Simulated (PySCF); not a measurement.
# Radial density of P (phosphorus, neutral)

UHF, [Ne] 3s2 3p3, high-spin 4S determinant. All numbers are calculated (PySCF 2.14, the non-relativistic Hamiltonian (point nucleus), in 6-31G*).

```
r (bohr)  4πr²ρ (e/bohr)  4πr²(ρα − ρβ)
 0.00193         0.09505         0.0000
 0.00325          0.2624         0.0000
 0.00547          0.6996         0.0000
 0.00920           1.760         0.0001
  0.0155           4.141         0.0003
  0.0260           8.538         0.0010
  0.0438           14.33         0.0045
  0.0736           17.05         0.0205
   0.124           13.09         0.0790
   0.208           11.28         0.1977
   0.350           15.96         0.2200
   0.589           10.27         0.0117
   0.991           2.521         0.4087
    1.67           2.646         1.4095
    2.80           1.272         0.8650
    4.72          0.1183         0.0991
    7.93       0.0002170         0.0002
```
